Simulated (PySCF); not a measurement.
F₃Te (SMILES F[Te](F)F), doublet, at a GFN2-xTB geometry (the spin is typed, not shown lowest) (all electrons, no relativity); B97M-V/STO-3G in PySCF.

The PySCF input:
```python
from pyscf import gto, scf, dft

mol = gto.M(
    atom='''
Te   -0.023031   -0.209987    0.253846
F    -1.856372   -0.224882   -0.590067
F     0.033905    1.304084   -0.929301
F     1.955536    0.134055    0.052703
''',
    basis='sto-3g',
    charge=0,
    spin=1,
    verbose=4,
)

mf = dft.UKS(mol)
mf.xc = 'b97m_v'
mf.kernel()
```

### Question
Predict the main parts of the log of this PySCF run.

### Answer

```
PySCF version 2.14.0

[INPUT] verbose = 4
[INPUT] num. atoms = 4
[INPUT] num. electrons = 79
[INPUT] charge = 0
[INPUT] spin (= nelec alpha-beta = 2S) = 1
[INPUT] symmetry False subgroup None
[INPUT] Mole.unit = angstrom
[INPUT] Symbol           X                Y                Z      unit          X                Y                Z       unit  Magmom
[INPUT]  1 Te    -0.023031000000  -0.209987000000   0.253846000000 AA   -0.043522282375  -0.396817919719   0.479699417816 Bohr   0.0
[INPUT]  2 F     -1.856372000000  -0.224882000000  -0.590067000000 AA   -3.508034665311  -0.424965390344  -1.115065025144 Bohr   0.0
[INPUT]  3 F      0.033905000000   1.304084000000  -0.929301000000 AA    0.064071164253   2.464361603427  -1.756124377284 Bohr   0.0
[INPUT]  4 F      1.955536000000   0.134055000000   0.052703000000 AA    3.695427466727   0.253327235629   0.099594235943 Bohr   0.0

nuclear repulsion = 420.200059996662
number of shells = 20
number of NR pGTOs = 126
number of NR cGTOs = 42
basis = sto-3g
ecp = {}

******** <class 'pyscf.dft.uks.UKS'> ********
method = UKS
initial guess = minao
damping factor = 0
level_shift factor = 0
DIIS = <class 'pyscf.scf.diis.CDIIS'>
diis_start_cycle = 1
diis_space = 8
diis_damp = 0
SCF conv_tol = 1e-09
SCF conv_tol_grad = None
SCF max_cycles = 50
direct_scf = True
direct_scf_tol = 1e-13
number electrons alpha = 40  beta = 39
XC library pyscf.dft.libxc version 7.1.2
    S. Lehtola, C. Steigemann, M. J. T. Oliveira, and M. A. L. Marques,  SoftwareX 7, 1–5 (2018)
XC functionals = b97m_v
    N. Mardirossian and M. Head-Gordon,  J. Chem. Phys. 142, 074111 (2015)
radial grids:
    Treutler-Ahlrichs [JCP 102, 346 (1995); DOI:10.1063/1.469408] (M4) radial grids

becke partition: Becke, JCP 88, 2547 (1988); DOI:10.1063/1.454033
pruning grids: <function nwchem_prune>
grids dens level: 3
symmetrized grids: False
atomic radii adjust function: <function treutler_atomic_radii_adjust>
** Following is NLC and NLC Grids **
NLC functional = b97m_v
radial grids:
    Treutler-Ahlrichs [JCP 102, 346 (1995); DOI:10.1063/1.469408] (M4) radial grids

becke partition: Becke, JCP 88, 2547 (1988); DOI:10.1063/1.454033
pruning grids: <function nwchem_prune>
grids dens level: 3
symmetrized grids: False
atomic radii adjust function: <function treutler_atomic_radii_adjust>
small_rho_cutoff = 0
Set gradient conv threshold to 3.16228e-05
tot grids = 64744
tot grids = 64744
init E= -6824.3310570002

cycle= 1 E= -6843.86993091057  delta_E= -19.5  |g|= 0.244  |ddm|= 2.07
cycle= 2 E= -6843.75210626726  delta_E= 0.118  |g|= 0.41  |ddm|= 1.32
cycle= 3 E= -6843.82179505605  delta_E= -0.0697  |g|= 0.369  |ddm|=  1.2
cycle= 4 E= -6843.93420401619  delta_E= -0.112  |g|= 0.0364  |ddm|= 0.704
cycle= 5 E= -6843.93551737057  delta_E= -0.00131  |g|= 0.00703  |ddm|= 0.0846
cycle= 6 E= -6843.93557736181  delta_E= -6e-05  |g|= 0.00201  |ddm|= 0.0237
cycle= 7 E= -6843.93558274225  delta_E= -5.38e-06  |g|= 0.00026  |ddm|= 0.00744
cycle= 8 E= -6843.93558275187  delta_E= -9.62e-09  |g|= 0.000304  |ddm|= 0.00116
cycle= 9 E= -6843.93558283227  delta_E= -8.04e-08  |g|= 5.12e-05  |ddm|= 0.000614
cycle= 10 E= -6843.93558283503  delta_E= -2.76e-09  |g|= 4.12e-06  |ddm|= 0.000134
cycle= 11 E= -6843.93558283508  delta_E= -5e-11  |g|= 1.23e-06  |ddm|= 1.67e-05
Extra cycle  E= -6843.93558283506  delta_E= 1.55e-11  |g|= 3.97e-06  |ddm|= 1.12e-05
converged SCF energy = -6843.93558283506  <S^2> = 0.75307158  2S+1 = 2.0030692
```
